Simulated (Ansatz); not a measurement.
Saddle point of ZnNH4Cl, closed shell (ZnHCl ([Cl][ZnH]) + NH₃ → ZnNH₂Cl ([NH2][Zn][Cl]) + H₂; bonds formed: H2–H4; dative contacts that become bonds: Zn1–N5; bonds broken: Zn1–H2, H4–N5), PBE0-D4/def2-TZVP structure:

```json
{"atom": "Zn1", "x (Å)": "0.0322", "y (Å)": "-0.9628", "z (Å)": "-0.2887"}
{"atom": "H2", "x (Å)": "-1.3256", "y (Å)": "-0.3905", "z (Å)": "0.9233"}
{"atom": "Cl3", "x (Å)": "0.4112", "y (Å)": "-2.8716", "z (Å)": "-1.1161"}
{"atom": "H4", "x (Å)": "-0.7642", "y (Å)": "0.4084", "z (Å)": "0.6986"}
{"atom": "N5", "x (Å)": "0.3254", "y (Å)": "0.9529", "z (Å)": "0.0078"}
{"atom": "H6", "x (Å)": "0.1786", "y (Å)": "1.6084", "z (Å)": "-0.7520"}
{"atom": "H7", "x (Å)": "1.1423", "y (Å)": "1.2553", "z (Å)": "0.5270"}
```

Energies are electronic, without zero-point energy. Barriers and step energies count from the start structure reached by relaxing down the imaginary mode; all methods use the PBE0-D4 structures, on which another method's saddle can fall below an end. Program: Ansatz 0.2.0. Basis: def2-TZVPP, with def2-QZVPP for the basis limit. Cores are frozen in the correlated methods. The 3s and 3p shells of Cu and Zn are frozen; filled d shells are correlated. B3LYP uses VWN-RPA correlation. Extrapolation: Hartree–Fock as exp(−7.88 √X), correlation as X^−2.97.

```csv
method,barrier (kJ/mol),step energy (kJ/mol)
SPW92,?,95.8
PBE-D4,165.0,78.4
BLYP-D4,172.6,72.1
r2SCAN-D4,176.5,84.5
B97M-V,?,94.0
PBE0-D4,178.4,87.8
B3LYP-D4,183.4,81.1
r2SCAN0-D4,185.3,90.9
BHLYP-D4,198.8,91.7
CAM-B3LYP-D4,189.2,86.3
wB97X-V,190.8,84.9
wB97M-V,?,86.4
B2PLYP,185.6,77.4
PBE-QIDH,186.5,86.4
RPA on PBE,185.6,75.5
HF,224.6,96.9
MP2,185.3,71.8
CCSD,195.2,83.7
CCSD(T),188.4,80.7
```

Q: Fill in the withheld barriers. (To be estimated.)

A: Computed: B97M-V 187.4; SPW92 155.2; wB97M-V 191.2 kJ/mol. Each is the energy of the saddle less that of the start structure, by the same method.

For comparison, the barrier by CCSD(T) at an estimated basis limit (MP2 extrapolated from triple and quadruple zeta, plus CCSD(T) − MP2 in triple zeta) is 186.3 kJ/mol.

The T1 diagnostic stays at or below 0.014. The start structure is not quite a true minimum (one mode of 47i cm⁻¹).

The step is the kind of exchange with an N–H group that builds nitride films in atomic layer and chemical vapour deposition.

Labels in which every atom is bracketed show which atoms are joined, not bond orders.

For scale, one of the runs: CCSD(T)/def2-TZVPP, 193 basis functions, launched by `ansatz run in.yaml --threads 4 --pin off --events-out ev --progress --plain --max-ram 9574MiB`. The run took 30 s on 4 CPU threads of an Arm Neoverse V2 (shared host), with 2.1 GiB of host memory at its peak.
